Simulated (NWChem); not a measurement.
System: C$_{5}$H$_{5}$N; SMILES C(C#C)(N)C#C

The following NWChem deck was run.

```
start job
memory heap 200 mb stack 900 mb global 1100 mb
geometry units angstroms noautoz
  C      0.954117    -2.237904    -0.152138
  C      0.330074    -1.234087     0.103620
  C     -0.424514    -0.009582     0.407839
  N     -1.729613    -0.039244    -0.237792
  C      0.385358     1.186608     0.096307
  C      0.996037     2.198167    -0.168871
  H      1.506740    -3.131449    -0.376897
  H     -0.599920    -0.006091     1.500417
  H     -1.604870    -0.034374    -1.249147
  H     -2.236864     0.812291    -0.003044
  H      1.549070     3.088731    -0.404854
end
basis spherical
  C library 3-21g
  N library 3-21g
  H library 3-21g
end
dft
  xc xpbe96 cpbe96
  iterations 150
  mulliken
end
task dft energy
```

Output (shortened):

```
             Northwest Computational Chemistry Package (NWChem) 7.3.0
             --------------------------------------------------------

 C1  symmetry detected

                             Geometry "geometry" -> ""
                             -------------------------

 Output coordinates in angstroms (scale by  1.889725989 to convert to a.u.)

  No.       Tag          Charge          X              Y              Z
 ---- ---------------- ---------- -------------- -------------- --------------
    1 C                    6.0000     0.96752130    -2.22855678    -0.15642869
    2 C                    6.0000     0.33977654    -1.22935271     0.10818070
    3 C                    6.0000    -0.41940037    -0.01041100     0.42313514
    4 N                    7.0000    -1.73029612    -0.04618990    -0.21032742
    5 C                    6.0000     0.38017807     1.19164740     0.10762716
    6 C                    6.0000     0.98214072     2.20771813    -0.16021802
    7 H                    1.0000     1.52346684    -3.11802178    -0.38904002
    8 H                    1.0000    -0.58456133    -0.01121980     1.51731398
    9 H                    1.0000    -1.61508374    -0.03757118    -1.22278744
   10 H                    1.0000    -2.24052173     0.80151549     0.03172108
   11 H                    1.0000     1.52747530     3.10235630    -0.39869331

 Effective nuclear repulsion energy (a.u.)     184.9757289919

  pbe96 is a nonlocal functional; adding pw91lda local functional.

                                 NWChem DFT Module
                                 -----------------

 Summary of "ao basis" -> "ao basis" (spherical)
 ------------------------------------------------------------------------------
       Tag                 Description            Shells   Functions and Types
 ---------------- ------------------------------  ------  ---------------------
 C                           3-21g                   5        9   3s2p
 N                           3-21g                   5        9   3s2p
 H                           3-21g                   2        2   2s

            General Information
            -------------------
          SCF calculation type: DFT
          Wavefunction type:  closed shell.
          No. of atoms     :    11
          No. of electrons :    42
           Alpha electrons :    21
            Beta electrons :    21
          Charge           :     0
          Spin multiplicity:     1
          Use of symmetry is: off; symmetry adaption is: off
          Maximum number of iterations: 150
          AO basis - number of functions:    64
                     number of shells:    40
          Convergence on energy requested:  1.00D-06
          Convergence on density requested:  1.00D-05
          Convergence on gradient requested:  5.00D-04

              XC Information
              --------------
          PerdewBurkeErnzerhof Exchange Functional  1.000
            Perdew 1991 LDA Correlation Functional  1.000 local
           PerdewBurkeErnz. Correlation Functional  1.000 non-local

             Grid Information
             ----------------
          Grid used for XC integration:  medium
          Radial quadrature: Mura-Knowles
          Angular quadrature: Lebedev.
          Tag              B.-S. Rad. Rad. Pts. Rad. Cut. Ang. Pts.
          ---              ---------- --------- --------- ---------
          C                   0.70       49          12.0       434
          N                   0.65       49          11.0       434
          H                   0.35       45          12.0       434
          Grid pruning is: on
          Number of quadrature shells:   519
          Spatial weights used:  Erf1

      Superposition of Atomic Density Guess
      -------------------------------------

 Sum of atomic energies:        -243.81316764

      Non-variational initial energy
      ------------------------------

 Total energy =    -247.139075
 1-e energy   =    -693.617556
 2-e energy   =     261.502752
 HOMO         =      -0.295054
 LUMO         =       0.047235

     ---------------------------------------------
      Total Density - Mulliken Population Analysis
     ---------------------------------------------

    Atom       Charge   Shell Charges
 -----------   ------   -------------------------------------------------------
    1 C    6     6.43   1.99  0.47  1.55  0.91  1.52
    2 C    6     5.89   1.99  0.47  1.50  0.73  1.21
    3 C    6     6.11   1.99  0.35  1.36  1.27  1.13
    4 N    7     7.87   1.99  0.40  1.86  1.33  2.29
    5 C    6     5.92   1.99  0.47  1.49  0.74  1.23
    6 C    6     6.45   1.99  0.47  1.55  0.91  1.53
    7 H    1     0.67   0.38  0.29
    8 H    1     0.72   0.41  0.32
    9 H    1     0.64   0.38  0.26
   10 H    1     0.63   0.38  0.25
   11 H    1     0.67   0.38  0.30

   convergence    iter        energy       DeltaE   RMS-Dens  Diis-err
 ---------------- ----- ----------------- --------- --------- ---------
 d= 0,ls=0.0,diis     1   -246.3517343263 -4.31D+02  3.00D-02  8.56D-01
 d= 0,ls=0.0,diis     2   -246.3331781939  1.86D-02  2.28D-02  8.82D-01
 d= 0,ls=0.0,diis     3   -246.3405056979 -7.33D-03  1.06D-02  7.62D-01
 d= 0,ls=0.0,diis     4   -246.4229582518 -8.25D-02  3.98D-03  1.22D-01
 d= 0,ls=0.0,diis     5   -246.4378724100 -1.49D-02  7.62D-04  1.84D-03
  Resetting Diis
 d= 0,ls=0.0,diis     6   -246.4380132971 -1.41D-04  3.20D-04  5.04D-04
 d= 0,ls=0.0,diis     7   -246.4380641500 -5.09D-05  3.25D-04  7.54D-05
 d= 0,ls=0.0,diis     8   -246.4379844355  7.97D-05  2.45D-04  6.89D-04
 d= 0,ls=0.0,diis     9   -246.4380738017 -8.94D-05  1.21D-05  9.17D-07
 d= 0,ls=0.0,diis    10   -246.4380739087 -1.07D-07  3.06D-06  3.53D-08

         Total DFT energy =     -246.438073908733
      One electron energy =     -697.729022280214
           Coulomb energy =      301.625449128709
    Exchange-Corr. energy =      -35.310229749164
 Nuclear repulsion energy =      184.975728991935

 Numeric. integr. density =       42.000014354985

                       DFT Final Molecular Orbital Analysis
                       ------------------------------------

 Vector   19  Occ=2.000000D+00  E=-2.392851D-01
              MO Center=  5.3D-01, -2.3D-02,  7.3D-02, r^2= 4.4D+00
   Bfn.  Coefficient  Atom+Function         Bfn.  Coefficient  Atom+Function
  ----- ------------  ---------------      ----- ------------  ---------------
    50      0.244621   6 C  pz                5      0.236953   1 C  pz
    14      0.226449   2 C  pz               54      0.227329   6 C  pz
     9      0.223325   1 C  pz               41      0.222460   5 C  pz
    18      0.215616   2 C  pz               45      0.199175   5 C  pz
    58     -0.150896   8 H  s                57     -0.125818   8 H  s

 Vector   20  Occ=2.000000D+00  E=-2.371264D-01
              MO Center=  6.8D-01, -6.8D-01, -3.4D-02, r^2= 3.9D+00
   Bfn.  Coefficient  Atom+Function         Bfn.  Coefficient  Atom+Function
  ----- ------------  ---------------      ----- ------------  ---------------
     3      0.225699   1 C  px               17      0.222760   2 C  py
    44      0.204885   5 C  py               13      0.195025   2 C  py
     8      0.190406   1 C  py                7      0.186892   1 C  px
    12      0.185995   2 C  px               48     -0.185642   6 C  px
    40      0.169566   5 C  py                4      0.168377   1 C  py

 Vector   21  Occ=2.000000D+00  E=-1.872379D-01
              MO Center= -1.5D+00, -2.9D-02, -1.1D-01, r^2= 1.9D+00
   Bfn.  Coefficient  Atom+Function         Bfn.  Coefficient  Atom+Function
  ----- ------------  ---------------      ----- ------------  ---------------
    35      0.423688   4 N  py               31      0.362289   4 N  py
    33     -0.312437   4 N  s                34      0.281562   4 N  px
    44      0.246699   5 C  py               30      0.215679   4 N  px
    52      0.169232   6 C  px               43      0.165109   5 C  px
    36     -0.147229   4 N  pz               26      0.140585   3 C  py

 Vector   22  Occ=0.000000D+00  E=-8.047624D-03
              MO Center=  2.8D-01,  9.0D-02, -4.9D-02, r^2= 5.1D+00
   Bfn.  Coefficient  Atom+Function         Bfn.  Coefficient  Atom+Function
  ----- ------------  ---------------      ----- ------------  ---------------
    33      0.589943   4 N  s                43      0.362504   5 C  px
    52     -0.363452   6 C  px               16      0.344610   2 C  px
     7     -0.333598   1 C  px               25      0.311604   3 C  px
    62     -0.243998  10 H  s                48     -0.235222   6 C  px
     3     -0.221242   1 C  px               53      0.222013   6 C  py

 Vector   23  Occ=0.000000D+00  E= 8.240163D-03
              MO Center=  4.5D-01,  1.2D-01,  1.7D-01, r^2= 4.9D+00
   Bfn.  Coefficient  Atom+Function         Bfn.  Coefficient  Atom+Function
  ----- ------------  ---------------      ----- ------------  ---------------
    58      0.556960   8 H  s                54      0.401433   6 C  pz
    45     -0.385760   5 C  pz               18     -0.365841   2 C  pz
     9      0.358464   1 C  pz               27     -0.286642   3 C  pz
    33     -0.251984   4 N  s                 8     -0.239522   1 C  py
    50      0.233786   6 C  pz               53      0.234545   6 C  py

 Vector   24  Occ=0.000000D+00  E= 3.209958D-02
              MO Center=  6.1D-01, -1.0D-02, -5.9D-02, r^2= 4.8D+00
   Bfn.  Coefficient  Atom+Function         Bfn.  Coefficient  Atom+Function
  ----- ------------  ---------------      ----- ------------  ---------------
     9      0.522335   1 C  pz               54     -0.514946   6 C  pz
    18     -0.440546   2 C  pz               45      0.438221   5 C  pz
    17      0.282129   2 C  py               26      0.280727   3 C  py
    14     -0.277658   2 C  pz               41      0.273505   5 C  pz
    43      0.266782   5 C  px               44      0.262522   5 C  py

     ---------------------------------------------
      Total Density - Mulliken Population Analysis
     ---------------------------------------------

    Atom       Charge   Shell Charges
 -----------   ------   -------------------------------------------------------
    1 C    6     6.34   1.98  0.42  1.63  0.87  1.44
    2 C    6     5.73   1.98  0.43  1.65  0.66  1.01
    3 C    6     6.57   1.99  0.34  1.67  1.41  1.16
    4 N    7     7.59   1.99  0.38  1.86  1.35  2.01
    5 C    6     5.78   1.98  0.43  1.64  0.68  1.05
    6 C    6     6.35   1.98  0.42  1.63  0.87  1.45
    7 H    1     0.75   0.46  0.29
    8 H    1     0.70   0.45  0.25
    9 H    1     0.71   0.46  0.26
   10 H    1     0.72   0.46  0.26
   11 H    1     0.75   0.46  0.30

     -------------------------------------------
      Total Density - Lowdin Population Analysis
     -------------------------------------------

    Atom       Charge   Shell Charges
 -----------   ------   -------------------------------------------------------
    1 C    6     6.16   1.98  0.43  1.53  0.59  1.64
    2 C    6     6.03   1.98  0.43  1.55  0.53  1.55
    3 C    6     6.01   1.97  0.40  1.57  0.53  1.54
    4 N    7     7.31   1.98  0.50  1.79  0.81  2.23
    5 C    6     6.07   1.98  0.43  1.55  0.54  1.57
    6 C    6     6.18   1.98  0.43  1.53  0.59  1.65
    7 H    1     0.86   0.43  0.43
    8 H    1     0.86   0.47  0.39
    9 H    1     0.83   0.46  0.36
   10 H    1     0.83   0.46  0.36
   11 H    1     0.86   0.43  0.43

     Multipole analysis of the density
     ---------------------------------

     L   x y z        total         alpha         beta         nuclear
     -   - - -        -----         -----         ----         -------
     0   0 0 0      0.000000    -21.000000    -21.000000     42.000000

     1   1 0 0      0.001602      0.000801      0.000801      0.000000
     1   0 1 0      0.485523      0.242761      0.242761      0.000000
     1   0 0 1     -0.205459     -0.102729     -0.102729     -0.000000

     2   2 0 0    -25.612319    -97.799664    -97.799664    169.987010
     2   1 1 0     -2.788686      0.158480      0.158480     -3.105646
     2   1 0 1     -0.087248      0.113988      0.113988     -0.315223
     2   0 2 0    -21.816696   -183.457036   -183.457036    345.097376
     2   0 1 1      0.064902      0.009248      0.009248      0.046405
     2   0 0 2    -25.240557    -23.214283    -23.214283     21.188008
```

Level: PBE/3-21G. Geometry: optimised at PBE0/def2-SVP.
